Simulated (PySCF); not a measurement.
J couplings in Ge(OMe)H3

Geometry:
```
atom   x (Å)   y (Å)   z (Å)
 Ge1  -0.380   0.611  -1.173
  O2  -0.317   0.529   0.606
  C3   0.337  -0.539   1.226
  H4  -0.109  -1.521   0.969
  H5   0.257  -0.414   2.317
  H6   1.415  -0.585   0.973
  H7   1.059   0.672  -1.728
  H8  -1.165   1.892  -1.478
  H9  -1.098  -0.645  -1.713
```

Method: PBE/pcJ-1 (pcSseg-1 on Ge)//PBE0-D3(BJ)/def2-SVP, PySCF 2.14; isolated molecule, single conformer, non-relativistic. Couplings are averaged over pairs made equivalent by symmetry, fast rotation or ring inversion, so a value needn't be that of the named pair in this geometry, while other rotamers aren't included; one pair stands for each set, and the list holds those of at least 1.5 Hz over up to four bonds.

Isotopes: 13C, 1H, 17O. Couplings to quadrupolar nuclei such as 17O and 33S are rarely resolved in practice.

```csv
pair,bonds,J (Hz)
"O2, C3",1,26.0
"C3, H4",1,?
"O2, H4",2,-6.7
"O2, H7",2,-6.1
"H4, H5",2,-9.4
"H7, H8",2,18.5
"C3, H7",3,?
```

Task: Estimate the withheld couplings, with signs.

Result: 
- 1J(C3,H4) = 132.2 Hz (mean over equivalent pairs that range from 128.8 to 138.8 Hz in this conformer)
- 3J(C3,H7) = 2.8 Hz (mean over equivalent pairs that range from 0.4 to 7.7 Hz in this conformer)

Relativistic effects of the heavier atoms present are left out.
